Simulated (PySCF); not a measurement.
# `N#C[C@@H]1C/C(=C\Cl)O1`, C5H4ClNO

Cartesian coordinates in Å; atom numbers follow the order of the lines, from 1:
```xyz
12

N    -2.722    1.742   -0.887
C    -2.009    0.857   -0.782
C    -1.098   -0.253   -0.615
C    -0.374   -0.309    0.750
C     0.849   -0.105   -0.093
C     2.151    0.003    0.106
Cl    2.798   -0.094    1.698
O     0.163   -0.061   -1.289
H    -1.582   -1.182   -0.937
H    -0.434   -1.261    1.274
H    -0.606    0.506    1.433
H     2.865    0.156   -0.684
```

Computed with PySCF, quadratic response wB97X-D/def2-SVPD first hyperpolarisability, Taylor convention, gas phase. Geometry: GFN2-xTB.

(1) Give the tensor of the static β(0;0,0) in the axes of these coordinates.

Answers

(1) In au, Taylor convention; rows are the first index (the induced dipole):
|  | xx | yy | zz | xy | xz | yz |
| --- | --- | --- | --- | --- | --- | --- |
| x | -8.4 | -2.9 | -16.9 | -2.8 | -4.2 | -3.0 |
| y | -2.8 | +18.1 | +4.2 | -2.9 | -3.0 | -17.6 |
| z | -4.2 | -17.6 | -30.7 | -3.0 | -16.9 | +4.2 |

Norm of βᵢ = ⅓ Σⱼ (βᵢⱼⱼ + βⱼᵢⱼ + βⱼⱼᵢ): 62.6 au, hyper-Rayleigh value 24.8 au.
